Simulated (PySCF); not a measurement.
C3H5NOSi, SMILES O=C[SiH2]CC#N.

Geometry: B3LYP-D3(BJ)/def2-SVP. The structure was generated by enumeration, and PubChem lists no compound with its InChIKey, so it may never have been made. Other conformers were not sampled.

The numbers are results of B3LYP/def2-TZVP run with PySCF, not measurements.

Symmetry labels are those of the subgroup Cs that the program uses (full group Cs).

Question: List the valence orbital energies around the gap with their symmetry. (An estimate is asked for; the answer gives what the named calculation found.)

Answer: 
```json
[
 {"orbital": "HOMO−7", "symmetry": "A'", "energy (eV)": "-12.11"},
 {"orbital": "HOMO−6", "symmetry": "A\"", "energy (eV)": "-11.70"},
 {"orbital": "HOMO−5", "symmetry": "A'", "energy (eV)": "-11.02"},
 {"orbital": "HOMO−4", "symmetry": "A\"", "energy (eV)": "-10.26"},
 {"orbital": "HOMO−3", "symmetry": "A'", "energy (eV)": "-10.09"},
 {"orbital": "HOMO−2", "symmetry": "A\"", "energy (eV)": "-9.22"},
 {"orbital": "HOMO−1", "symmetry": "A'", "energy (eV)": "-8.86"},
 {"orbital": "HOMO", "symmetry": "A'", "energy (eV)": "-7.40"},
 {"orbital": "LUMO", "symmetry": "A\"", "energy (eV)": "-2.40"},
 {"orbital": "LUMO+1", "symmetry": "A'", "energy (eV)": "-0.45"},
 {"orbital": "LUMO+2", "symmetry": "A'", "energy (eV)": "0.01"},
 {"orbital": "LUMO+3", "symmetry": "A\"", "energy (eV)": "0.38"}
]
```
